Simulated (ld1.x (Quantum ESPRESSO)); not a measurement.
# Ranking TM semilocal potentials for indium

All share these settings but for the change named:

ld1.x (Quantum ESPRESSO) 7.5 input, shortened:

```
&input
   title='In', zed=49., rel=1, dft='PBE', iswitch=3,
   config='[Kr] 4d10 5s1.5 5p1.5'
 /
 &inputp
   pseudotype=1, tm=.true., lloc=1,
   nlcc=.true., new_core_ps=.true., rcore=0.90
 /
2
5S  1  0   1.50   0.00  1.70  1.70  0.0
5P  2  1   1.50   0.00  2.90  2.90  0.0
 &test
   configts(1)='5s1.5 5p1.5'
 /
```

Cutoff: the first of the cutoffs (Ry, on a coarse ladder) from which the occupation-weighted sum of valence levels, in a spherical-Bessel basis at the reference potential, stays within 10 and 1 mRy of its value at 400 Ry; the density cutoff is not measured.

The base gives 25 Ry.

Of 11 variants that were run, those that failed, showed a ghost or another fault, or gave nearly equal values are left out.

A variant can come out equal or close to the base.

(1) Rank these variants from softest to hardest (loose cutoff).
A. all radii but the core radius scaled by about 0.87 (s 1.48, p 2.52 bohr)
B. wave 5p (bound): rc 2.90 bohr becomes 5p (bound): rc 3.28 bohr
C. wave 5s (bound): rc 1.70 bohr becomes 5s (bound): rc 2.16 bohr

Answers

(1) C (10 Ry), B (25 Ry), A (40 Ry).
